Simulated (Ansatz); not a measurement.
C4H5 (SMILES [C]1=CCC1), doublet, geometry from GFN2-xTB. Base run: PBE0/def2-SVP (Ansatz, a first-principles code).

Here is a job for Ansatz.
Ansatz 0.2 input:
```yaml
crystal:
  periodic: [false, false, false]
  atoms:
    - {symbol: C, position_ang: [-0.02205061, -0.68473402, 0.84115130]}
    - {symbol: C, position_ang: [-0.00826608, 0.63490979, 0.88350398]}
    - {symbol: C, position_ang: [0.00201276, -0.84177276, -0.65304234]}
    - {symbol: C, position_ang: [0.01874293, 0.70825289, -0.63453241]}
    - {symbol: H, position_ang: [-0.01290424, 1.39550575, 1.63691836]}
    - {symbol: H, position_ang: [-0.88690102, -1.29361008, -1.08611356]}
    - {symbol: H, position_ang: [0.89519009, -1.31321238, -1.05535354]}
    - {symbol: H, position_ang: [0.92842902, 1.14581919, -1.04347686]}
    - {symbol: H, position_ang: [-0.86644785, 1.16556213, -1.07445758]}
basis:
  gaussian:
    orbitals: def2-SVP
hamiltonian:
  xc: pbe0
magnetization: {spin_polarized: true, initial_magnetization: 1}
```

Each row names what was changed in the base input (with any setting that the change needs).

```
change                                   E (Eh)  SCF-reference <S^2>
-----------------------------------  ----------  -------------------
base                                 -154.98526                0.762
functional = revpbe                  -155.13373                0.757
functional = SVWN5                   -153.71305                0.756
functional = PBE0-DH                 -154.97416                0.775
functional = r2scan                  -155.07455                0.764
functional = lc_wpbe                 -155.06986                0.767
functional = B2PLYP                  -154.98888                0.775
functional = wB97M-V                 -155.08935                0.760
functional = PBE-QIDH                -154.91484                0.804
functional = b3lyp                   -155.17326                0.758
functional = pbe0; dispersion = d4   -154.98970                0.762
functional = hse06                   -154.97587                0.761
functional = pbe; dispersion = d3bj  -154.96787                0.756
```

Totals shift with the method and basis; they matter in differences.
